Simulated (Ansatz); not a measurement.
An input meant for Mo₃Se₅ (charge 0, triplet).

```yaml
crystal:
  periodic: [false, false, false]
  atoms:
    - {symbol: Mo, position_ang: [0.431105, 0.321243, 1.540654]}
    - {symbol: Mo, position_ang: [0.409428, 1.537205, -0.366487]}
    - {symbol: Mo, position_ang: [-0.592215, -0.981061, -0.618616]}
    - {symbol: Se, position_ang: [-0.388016, -2.896857, -1.839760]}
    - {symbol: Se, position_ang: [1.457046, 2.602404, 1.642014]}
    - {symbol: Se, position_ang: [-1.618934, 0.985455, -1.647530]}
    - {symbol: Se, position_ang: [-1.581847, -1.094159, 1.614254]}
    - {symbol: Se, position_ang: [1.883433, -0.474241, -0.324529]}
basis:
  gaussian: {orbitals: cc-pVTZ-rifit}
magnetization: {spin_polarized: true, initial_magnetization: 2}
hamiltonian: {xc: {name: PBE0}, dispersion: d3bj}
scf: {omitted_lower_state_checks: [starts]}
output: {forces: true}
```

```sh
$ ansatz run in.yaml --threads 6 --pin off --events-out ev --progress --plain --max-ram 7833MiB
```

Output, abridged:

```
Functional definition: PBE0
Error: [file] the basis set cc-pVTZ-RIFIT has no functions for Mo
```

**Question.** Something in this input is off. What?

**Answer.** The basis set is misnamed or doesn't suit the job. The input was rejected before any iteration.
